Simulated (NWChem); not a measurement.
System meant: FeHSBr, quintet; SMILES [SH][Fe][Br]

Input file for NWChem:

```
start job
memory heap 200 mb stack 900 mb global 1100 mb
geometry units angstroms noautoz
  Fe     0.120663     0.504701    -0.000365
  Br    -0.215191    -1.770840     0.000393
  S      0.491461     2.700998    -0.001061
  H     -0.834301     2.978646     0.003622
end
basis spherical
  Fe library def2-svp
  Br library def2-svp
  S library def2-svp
  H library def2-svp
end
dft
  odft
  mult 5
  xc b3lyp
  iterations 4
  mulliken
end
task dft energy
```

End of the output:

```
     --------------------------
     Expectation value of S2:
     --------------------------
      <S2> =      6.0160 (Exact =     6.0000)

 center of mass
 --------------
 x =   0.01567333 y =  -0.20324648 z =   0.00000000

 moments of inertia (a.u.)
 ------------------
        1837.994855928927           0.000000000000           0.000000000000
           0.000000000000           6.379908610516           0.000000000000
           0.000000000000           0.000000000000        1844.374764539443

     Multipole analysis of the density
     ---------------------------------

     L   x y z        total         alpha         beta         nuclear
     -   - - -        -----         -----         ----         -------
     0   0 0 0     -0.000000    -41.000000    -37.000000     78.000000

     1   1 0 0     -0.060633     -0.092311      0.031677      0.000000
     1   0 1 0     -2.087095     -2.047639     -0.039456     -0.000000
     1   0 0 1      0.000000     -0.000000      0.000000      0.000000

     2   2 0 0    -31.351995    -20.536165    -17.021919      6.206088
     2   1 1 0     -0.527968      2.633737      3.436555     -6.598260
     2   1 0 1      0.000000     -0.000000      0.000000      0.000000
     2   0 2 0     -8.393392   -469.648064   -419.438192    880.692864
     2   0 1 1      0.000000     -0.000000      0.000000      0.000000
     2   0 0 2    -31.881511    -18.618898    -13.262612      0.000000

 ------------------------------------------------------------------------
 dft energy failed                                                                                  0
 ------------------------------------------------------------------------
 ------------------------------------------------------------------------
  current input line :
    22: task dft energy
 ------------------------------------------------------------------------
 ------------------------------------------------------------------------
 This type of error is most commonly associated with calculations not reaching convergence criteria
 ------------------------------------------------------------------------
 For more information see the NWChem manual at https://nwchemgit.github.io

0:dft energy failed:Received an Error in Communication
```

Problem. Can this run be used? If not, why, and what is the fix?

Solution. The run did not converge; its last values are not results. Cause: the SCF was allowed too few iterations. This input runs:
```
start job
memory heap 200 mb stack 900 mb global 1100 mb
geometry units angstroms noautoz
  Fe     0.120663     0.504701    -0.000365
  Br    -0.215191    -1.770840     0.000393
  S      0.491461     2.700998    -0.001061
  H     -0.834301     2.978646     0.003622
end
basis spherical
  * library def2-svp
end
dft
  odft
  mult 5
  xc b3lyp
  iterations 150
  mulliken
end
task dft energy
```
It converges to -4236.20789 Ha (B3LYP/def2-SVP, spin-unrestricted).
